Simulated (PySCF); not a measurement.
## Substituent effects on chemical shifts

Parent skeleton `[CH2:1]=[C:2]1[CH2:3][CH2:4][CH2:5][CH2:6][CH2:7]1`; one hydrogen on atom 4 is replaced by X. Hydrogens on one atom are averaged.

[PySCF 2.14: geometry: PBE0-D3(BJ)/def2-SVP; shieldings: GIAO PBE0/pcSseg-1; non-relativistic; no solvent; single conformer]

Scale: ¹³C (184.41 ppm) and ¹H (31.27 ppm) vs TMS (reference shieldings calculated alike).

Parent (X = H): C1 114.6, C2 158.1, C3 38.3, C4 30.9, C5 28.7, C6 30.9, C7 38.3, H(C1) 4.95, H(C3) 2.04 ppm. Effects are Δδ = δ(X) − δ(H), positive for deshielding.

Q: Order these by the shift of C3, most shielded first.
A. X = N=CH2
B. X = BH2
C. X = CH2F
D. X = BMe2

A: D (-1.6 ppm), C (+1.3 ppm), B (+3.9 ppm), A (+7.7 ppm).

Q: Order these by the shift of H(C3), most shielded first.
A. X = BMe2
B. X = CH2F
C. X = BH2

A: A (-0.41 ppm), B (+0.08 ppm), C (+0.24 ppm).

Q: Order these by the shift of C6, most shielded first.
A. X = N=CH2
B. X = BH2
C. X = CH2F

A: A (-3.1 ppm), C (-1.0 ppm), B (+1.0 ppm).
